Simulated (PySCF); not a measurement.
Isomers of C8H16BP, from PBE0-D3(BJ)/def2-SVP geometry optimisation, gas phase in PySCF. One conformer each, no zero-point energy, no frequencies.

Question: Which isomer lies lowest at this level?
A. `[BH3-:1][P@+:2]1([C:3]([CH3:4])([CH3:5])[CH3:6])[CH:7]=[C:8]1[CH:9]=[CH2:10]` with C7–C8–C9–C10 -178°: A = 1524, B = 859.5, C = 774.9 MHz, dipole 5.38 D
B. `[BH3-:1][P@+:2]([CH2:3][CH3:4])([CH2:5][C:6]#[CH:7])[CH:8]1[CH2:9][CH2:10]1` with B1–P2–C3–C4 176°, B1–P2–C5–C6 -169°, B1–P2–C8–C9 -42°: A = 1264, B = 892.9, C = 815.1 MHz, dipole 4.69 D
C. `[BH3-:1][P@@H+:2]1[CH:3]=[CH:4][C:5]([CH:6]([CH3:7])[CH3:8])=[C:9]1[CH3:10]` with C4–C5–C6–C7 -63°: A = 1952, B = 732.8, C = 640.7 MHz, dipole 5.46 D

Answer: C. That is `[BH3-][P@@H+]1C=CC(C(C)C)=C1C`, 35.8 kcal/mol below the next.

```
                       SMILES                                                                 mapped SMILES      E (Eh)  relative (kcal/mol)  relative (kJ/mol)  dipole (D)
[BH3-][P@@H+]1C=CC(C(C)C)=C1C   [BH3-:1][P@@H+:2]1[CH:3]=[CH:4][C:5]([CH:6]([CH3:7])[CH3:8])=[C:9]1[CH3:10]  -679.78067                  0.0                0.0        5.46
[BH3-][P@+]1(C(C)(C)C)C=C1C=C  [BH3-:1][P@+:2]1([C:3]([CH3:4])([CH3:5])[CH3:6])[CH:7]=[C:8]1[CH:9]=[CH2:10]  -679.72357                 35.8              149.9        5.38
   [BH3-][P@+](CC)(CC#C)C1CC1   [BH3-:1][P@+:2]([CH2:3][CH3:4])([CH2:5][C:6]#[CH:7])[CH:8]1[CH2:9][CH2:10]1  -679.72103                 37.4              156.6        4.69
```

As drawn, the highest has a three-membered ring, which the lowest lacks.
